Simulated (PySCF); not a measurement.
Calculation: PBE-D3(BJ)/def2-TZVP // PBE-D3(BJ)/def2-SVP in PySCF. Isolated molecules, 0 K electronic values unless said otherwise. One relaxed conformer stands for a flexible species; it need not be the lowest. 

Reference species: [Zr(H)4] (neutral, multiplicity 1).

```
Quantity    Result
--------  --------
HOMO      -7.20 eV
LUMO      -3.52 eV
```

Changed species: [Zr(OH)2(H)2] (2 of 4 OH replaced by H; the reference has 4 of 4 OH replaced by H).

What does the change do to the HOMO and LUMO?

the HOMO rises by 0.90 eV, to -6.30 eV; the LUMO goes up by 1.23 eV, to -2.29 eV.
